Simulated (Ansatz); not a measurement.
## Nudged elastic band run: ClH5O2Si

Input:

```yaml
crystal:
  periodic: [false, false, false]
  atoms:
    - { symbol: Si, position_ang: [0.287585, -0.134937, -0.111974] }
    - { symbol: H, position_ang: [0.501731, -0.185735, 1.351456] }
    - { symbol: O, position_ang: [1.730432, 0.054191, -0.899742] }
    - { symbol: H, position_ang: [2.437446, -0.556071, -0.659339] }
    - { symbol: H, position_ang: [-0.549218, 0.952182, -0.644291] }
    - { symbol: Cl, position_ang: [-0.523438, -1.982262, -0.658371] }
    - { symbol: O, position_ang: [-2.191379, -0.066221, 1.249024] }
    - { symbol: H, position_ang: [-2.809484, -0.142378, 0.509496] }
    - { symbol: H, position_ang: [-2.174475, -0.957869, 1.622639] }
basis:
  gaussian: { orbitals: "6-31G*" }
hamiltonian:
  xc: pbe0
neb:
  order_check: false
  images: 8
  f_tol: 0.03
  max_iterations: 54
  climbing: false
  final_atoms:
    - { symbol: Si, position_ang: [-0.10068629, -0.18836358, -0.88119188] }
    - { symbol: H, position_ang: [-1.71190932, 0.38458527, 3.554696] }
    - { symbol: O, position_ang: [1.53261906, -0.20274551, -0.81289231] }
    - { symbol: H, position_ang: [1.94730424, -1.00104336, -0.46260396] }
    - { symbol: H, position_ang: [-0.4892044, 1.18980363, -1.22059253] }
    - { symbol: Cl, position_ang: [-0.83251547, -1.42205717, -2.37488171] }
    - { symbol: O, position_ang: [-0.7142443, -0.74266952, 0.54394972] }
    - { symbol: H, position_ang: [-1.54158434, -1.23620828, 0.49879458] }
    - { symbol: H, position_ang: [-1.38057917, 0.19959851, 2.9136201] }
  initial_path:
    images:
      - { positions_ang: [[0.287585, -0.134937, -0.111974], [0.501731, -0.185735, 1.351456], [1.730432, 0.054191, -0.899742], [2.437446, -0.556071, -0.659339], [-0.549218, 0.952182, -0.644291], [-0.523438, -1.982262, -0.658371], [-2.191379, -0.066221, 1.249024], [-2.809484, -0.142378, 0.509496], [-2.174475, -0.957869, 1.622639]] }
      - { positions_ang: [[0.22468716, -0.10427567, -0.08390864], [0.39626687, -0.1666586, 1.45585461], [1.69728773, 0.04270869, -0.82552797], [2.3126787, -0.64309092, -0.67737236], [-0.57468502, 1.0147962, -0.58872185], [-0.63911167, -1.91310967, -0.68505229], [-2.11396032, -0.12470987, 1.1145405], [-2.6977645, -0.3247662, 0.39821324], [-1.89619895, -0.79999395, 1.65087278]] }
      - { positions_ang: [[0.16178932, -0.07361435, -0.05584329], [0.29080275, -0.14758221, 1.56025322], [1.66414345, 0.03122638, -0.75131395], [2.1879114, -0.73011083, -0.69540572], [-0.60015204, 1.07741039, -0.53315271], [-0.75478535, -1.84395734, -0.71173359], [-2.03654164, -0.18319874, 0.98005699], [-2.586045, -0.5071544, 0.28693048], [-1.61792289, -0.64211891, 1.67910656]] }
      - { positions_ang: [[0.09889147, -0.04295302, -0.02777793], [0.18533862, -0.12850581, 1.66465183], [1.63099918, 0.01974407, -0.67709992], [2.0631441, -0.81713075, -0.71343909], [-0.62561905, 1.14002459, -0.47758356], [-0.87045902, -1.77480501, -0.73841488], [-1.95912296, -0.24168761, 0.84557349], [-2.4743255, -0.6895426, 0.17564773], [-1.33964684, -0.48424386, 1.70734034]] }
      - { positions_ang: [[0.03599363, -0.01229169, 0.00028743], [0.0798745, -0.10942941, 1.76905044], [1.5978549, 0.00826177, -0.6028859], [1.9383768, -0.90415066, -0.73147245], [-0.65108607, 1.20263878, -0.42201441], [-0.9861327, -1.70565268, -0.76509618], [-1.88170429, -0.30017648, 0.71108999], [-2.362606, -0.8719308, 0.06436497], [-1.06137078, -0.32636882, 1.73557411]] }
      - { positions_ang: [[-0.00714762, -0.01822798, -0.08518123], [-0.16608554, -0.04606049, 2.01385488], [1.57587569, -0.02028674, -0.59323593], [1.88391661, -0.95359204, -0.709613], [-0.6444179, 1.22904118, -0.48604792], [-1.02047464, -1.6434077, -0.95581959], [-1.71757821, -0.37533742, 0.6327484], [-2.22172826, -0.9934675, 0.06317592], [-0.97316013, -0.19776132, 1.87901646]] }
      - { positions_ang: [[-0.03053229, -0.06076188, -0.28418389], [-0.55254148, 0.06160095, 2.39906516], [1.56506153, -0.06590143, -0.64815003], [1.89976352, -0.96545487, -0.64786074], [-0.60561452, 1.2192318, -0.66968407], [-0.97348485, -1.58807007, -1.31058512], [-1.46674473, -0.46717045, 0.61054873], [-2.05169228, -1.05415269, 0.17208059], [-1.07501489, -0.09842136, 2.13766737]] }
      - { positions_ang: [[-0.05391696, -0.10329578, -0.48318656], [-0.93899743, 0.16926239, 2.78427544], [1.55424737, -0.11151613, -0.70306412], [1.91561043, -0.9773177, -0.58610848], [-0.56681115, 1.20942241, -0.85332023], [-0.92649506, -1.53273244, -1.66535065], [-1.21591125, -0.55900347, 0.58834906], [-1.8816563, -1.11483789, 0.28098525], [-1.17686965, 0.0009186, 2.39631828]] }
      - { positions_ang: [[-0.07730163, -0.14582968, -0.68218922], [-1.32545337, 0.27692383, 3.16948572], [1.54343322, -0.15713082, -0.75797822], [1.93145733, -0.98918053, -0.52435622], [-0.52800778, 1.19961302, -1.03695638], [-0.87950527, -1.4773948, -2.02011618], [-0.96507778, -0.65083649, 0.56614939], [-1.71162032, -1.17552308, 0.38988991], [-1.27872441, 0.10025855, 2.65496919]] }
      - { positions_ang: [[-0.10068629, -0.18836358, -0.88119188], [-1.71190932, 0.38458527, 3.554696], [1.53261906, -0.20274551, -0.81289231], [1.94730424, -1.00104336, -0.46260396], [-0.4892044, 1.18980363, -1.22059253], [-0.83251547, -1.42205717, -2.37488171], [-0.7142443, -0.74266952, 0.54394972], [-1.54158434, -1.23620828, 0.49879458], [-1.38057917, 0.19959851, 2.9136201]] }
```

Launched with:

```bash
$ ansatz run input.yaml --threads 1 --pin off --max-ram 2048MiB --backend cpu --events-out ev --progress --plain --runs-dir out
```

Output, in part (warnings, iteration lines, the closing report on the highest movable image, with atoms numbered from 0):

```
NEB end point (image 0): max|allowed force component| = 2.193e-2 eV/Å (the criterion of neb.relax_end_points is 1.000e-2)
NEB end point (image 9): max|allowed force component| = 1.666e-2 eV/Å (the criterion of neb.relax_end_points is 1.000e-2)
NEB iter   1: max|band force component| = 2.023e1 eV/Å  barrier→ = 5.0702 eV  barrier← = 5.8797 eV  Δτ_max = 0.2000 Å  (255 SCF iters)
NEB iter   2: max|band force component| = 2.619e0 eV/Å  barrier→ = 2.9067 eV  barrier← = 3.7162 eV  Δτ_max = 0.2000 Å  (227 SCF iters)
NEB iter   3: max|band force component| = 1.818e0 eV/Å  barrier→ = 2.1157 eV  barrier← = 2.9252 eV  Δτ_max = 0.1981 Å  (224 SCF iters)
NEB iter   4: max|band force component| = 1.182e0 eV/Å  barrier→ = 2.2738 eV  barrier← = 3.0833 eV  Δτ_max = 0.2000 Å  (222 SCF iters)
NEB iter   5: max|band force component| = 1.519e0 eV/Å  barrier→ = 2.0834 eV  barrier← = 2.8929 eV  Δτ_max = 0.0995 Å  (219 SCF iters)
NEB iter   6: max|band force component| = 1.329e0 eV/Å  barrier→ = 1.6968 eV  barrier← = 2.5063 eV  Δτ_max = 0.1001 Å  (226 SCF iters)
NEB iter   7: max|band force component| = 1.312e0 eV/Å  barrier→ = 1.3448 eV  barrier← = 2.1543 eV  Δτ_max = 0.0501 Å  (225 SCF iters)
NEB iter   8: max|band force component| = 7.291e-1 eV/Å  barrier→ = 1.0609 eV  barrier← = 1.8704 eV  Δτ_max = 0.0502 Å  (227 SCF iters)
NEB iter   9: max|band force component| = 3.298e-1 eV/Å  barrier→ = 1.0327 eV  barrier← = 1.8422 eV  Δτ_max = 0.1004 Å  (230 SCF iters)
NEB iter  10: max|band force component| = 3.672e-1 eV/Å  barrier→ = 1.1026 eV  barrier← = 1.9121 eV  Δτ_max = 0.0501 Å  (223 SCF iters)
NEB iter  11: max|band force component| = 2.415e-1 eV/Å  barrier→ = 1.0807 eV  barrier← = 1.8902 eV  Δτ_max = 0.0501 Å  (222 SCF iters)
NEB iter  12: max|band force component| = 1.800e-1 eV/Å  barrier→ = 1.0241 eV  barrier← = 1.8336 eV  Δτ_max = 0.0503 Å  (229 SCF iters)
NEB iter  13: max|band force component| = 1.017e-1 eV/Å  barrier→ = 1.0055 eV  barrier← = 1.8150 eV  Δτ_max = 0.0501 Å  (222 SCF iters)
NEB iter  14: max|band force component| = 1.017e-1 eV/Å  barrier→ = 0.9986 eV  barrier← = 1.8081 eV  Δτ_max = 0.0251 Å  (208 SCF iters)
NEB iter  15: max|band force component| = 7.709e-2 eV/Å  barrier→ = 1.0003 eV  barrier← = 1.8098 eV  Δτ_max = 0.0250 Å  (205 SCF iters)
NEB iter  16: max|band force component| = 6.924e-2 eV/Å  barrier→ = 1.0036 eV  barrier← = 1.8131 eV  Δτ_max = 0.0250 Å  (218 SCF iters)
NEB iter  17: max|band force component| = 4.423e-2 eV/Å  barrier→ = 0.9965 eV  barrier← = 1.8060 eV  Δτ_max = 0.0250 Å  (212 SCF iters)
NEB iter  18: max|band force component| = 5.432e-2 eV/Å  barrier→ = 0.9938 eV  barrier← = 1.8033 eV  Δτ_max = 0.0125 Å  (216 SCF iters)
NEB iter  19: max|band force component| = 4.496e-2 eV/Å  barrier→ = 0.9955 eV  barrier← = 1.8050 eV  Δτ_max = 0.0125 Å  (189 SCF iters)
NEB iter  20: max|band force component| = 1.009e-1 eV/Å  barrier→ = 1.0063 eV  barrier← = 1.8158 eV  Δτ_max = 0.0063 Å  (198 SCF iters)
NEB iter  21: max|band force component| = 5.025e-2 eV/Å  barrier→ = 1.0046 eV  barrier← = 1.8142 eV  Δτ_max = 0.0125 Å  (182 SCF iters)
NEB iter  22: max|band force component| = 4.340e-2 eV/Å  barrier→ = 0.9996 eV  barrier← = 1.8091 eV  Δτ_max = 0.0250 Å  (192 SCF iters)
NEB iter  23: max|band force component| = 5.391e-2 eV/Å  barrier→ = 0.9989 eV  barrier← = 1.8084 eV  Δτ_max = 0.0250 Å  (210 SCF iters)
NEB iter  24: max|band force component| = 7.464e-2 eV/Å  barrier→ = 0.9988 eV  barrier← = 1.8083 eV  Δτ_max = 0.0250 Å  (216 SCF iters)
NEB iter  25: max|band force component| = 9.760e-2 eV/Å  barrier→ = 0.9992 eV  barrier← = 1.8087 eV  Δτ_max = 0.0504 Å  (210 SCF iters)
NEB iter  26: max|band force component| = 1.493e-1 eV/Å  barrier→ = 0.9969 eV  barrier← = 1.8065 eV  Δτ_max = 0.1014 Å  (216 SCF iters)
NEB iter  27: max|band force component| = 2.640e-1 eV/Å  barrier→ = 0.9836 eV  barrier← = 1.7931 eV  Δτ_max = 0.0977 Å  (219 SCF iters)
NEB iter  28: max|band force component| = 3.106e-1 eV/Å  barrier→ = 0.9367 eV  barrier← = 1.7462 eV  Δτ_max = 0.1859 Å  (214 SCF iters)
NEB iter  29: max|band force component| = 4.310e-1 eV/Å  barrier→ = 0.8046 eV  barrier← = 1.6141 eV  Δτ_max = 0.0984 Å  (217 SCF iters)
NEB iter  30: max|band force component| = 5.229e-1 eV/Å  barrier→ = 0.7292 eV  barrier← = 1.5387 eV  Δτ_max = 0.0499 Å  (220 SCF iters)
NEB iter  31: max|band force component| = 5.503e-1 eV/Å  barrier→ = 0.7004 eV  barrier← = 1.5099 eV  Δτ_max = 0.0500 Å  (214 SCF iters)
NEB iter  32: max|band force component| = 3.912e-1 eV/Å  barrier→ = 0.6684 eV  barrier← = 1.4779 eV  Δτ_max = 0.0500 Å  (220 SCF iters)
NEB iter  33: max|band force component| = 2.267e-1 eV/Å  barrier→ = 0.6498 eV  barrier← = 1.4593 eV  Δτ_max = 0.0494 Å  (212 SCF iters)
NEB iter  34: max|band force component| = 2.407e-1 eV/Å  barrier→ = 0.6458 eV  barrier← = 1.4553 eV  Δτ_max = 0.0247 Å  (220 SCF iters)
NEB iter  35: max|band force component| = 1.990e-1 eV/Å  barrier→ = 0.6414 eV  barrier← = 1.4509 eV  Δτ_max = 0.0248 Å  (212 SCF iters)
NEB iter  36: max|band force component| = 1.258e-1 eV/Å  barrier→ = 0.6390 eV  barrier← = 1.4485 eV  Δτ_max = 0.0247 Å  (216 SCF iters)
NEB iter  37: max|band force component| = 6.851e-2 eV/Å  barrier→ = 0.6405 eV  barrier← = 1.4500 eV  Δτ_max = 0.0247 Å  (211 SCF iters)
NEB iter  38: max|band force component| = 5.054e-2 eV/Å  barrier→ = 0.6413 eV  barrier← = 1.4508 eV  Δτ_max = 0.0247 Å  (206 SCF iters)
NEB iter  39: max|band force component| = 1.090e-1 eV/Å  barrier→ = 0.6386 eV  barrier← = 1.4481 eV  Δτ_max = 0.0123 Å  (202 SCF iters)
NEB iter  40: max|band force component| = 7.190e-2 eV/Å  barrier→ = 0.6378 eV  barrier← = 1.4473 eV  Δτ_max = 0.0123 Å  (193 SCF iters)
NEB iter  41: max|band force component| = 4.501e-2 eV/Å  barrier→ = 0.6366 eV  barrier← = 1.4461 eV  Δτ_max = 0.0124 Å  (202 SCF iters)
NEB iter  42: max|band force component| = 6.987e-2 eV/Å  barrier→ = 0.6395 eV  barrier← = 1.4491 eV  Δτ_max = 0.0062 Å  (188 SCF iters)
NEB iter  43: max|band force component| = 2.453e-2 eV/Å  barrier→ = 0.6383 eV  barrier← = 1.4479 eV  Δτ_max = 0.0000 Å  (384 SCF iters)
Total energy: -24564.27713591 eV, -902.7205344795 hartree
Atom 0 at    -0.045493     0.159675    -0.007399 Å, force     0.073722     0.065340     0.053949 eV/Å
Atom 1 at     0.114119     0.768521     1.365802 Å, force     0.064866     0.023846    -0.101567 eV/Å
Atom 2 at     1.469154    -0.521273    -0.005257 Å, force     0.035463    -0.006128    -0.050503 eV/Å
Atom 3 at     1.615003    -1.111954    -0.756979 Å, force     0.033806     0.004916    -0.025913 eV/Å
Atom 4 at    -0.404409     1.312207    -0.864953 Å, force     0.009806     0.014976    -0.035678 eV/Å
Atom 5 at    -0.841691    -1.339034    -1.482560 Å, force    -0.002156     0.001384     0.081112 eV/Å
Atom 6 at    -1.696210    -0.471709     0.956217 Å, force    -0.019840     0.030424     0.044018 eV/Å
Atom 7 at    -2.029237    -1.336642     0.652629 Å, force    -0.003610     0.019325     0.035931 eV/Å
Atom 8 at    -1.472037    -0.478891     1.901398 Å, force    -0.192058    -0.154084    -0.001350 eV/Å
Dipole moment:    -0.411129    -0.209375     0.685028 e Å
```

The run converged. Neighbouring images differ by up to 1.3 eV, so the band resolves the path poorly. No image climbed, so the highest image needn't sit at the top of the path. The orbitals stay closed-shell, which can raise the energy where a bond breaks towards radicals; this wasn't checked here.

Final band (atoms are numbered from 1 in the order of the input):

```tsv
image	path coordinate (Å)	energy (kJ/mol)	Si1–H2 (Å)	O7–H9 (Å)	Si1–O7 (Å)
0	0.00	0.0	1.48	0.97	2.83
1	1.19	4.3	1.48	0.97	2.90
2	2.39	30.6	1.47	0.97	2.78
3	3.58	61.6	1.51	0.97	2.01
4	4.78	56.5	2.04	1.58	1.71
5	5.98	-68.5	3.05	2.36	1.64
6	7.17	-76.4	3.79	2.63	1.65
7	8.37	-77.5	4.34	2.66	1.65
8	9.56	-78.1	4.78	2.62	1.65
9	10.76	-78.1	4.75	2.64	1.65
```

The run took 20 min on 1 thread of Arm Neoverse V1, on a shared host, peak memory 0.17 GiB.
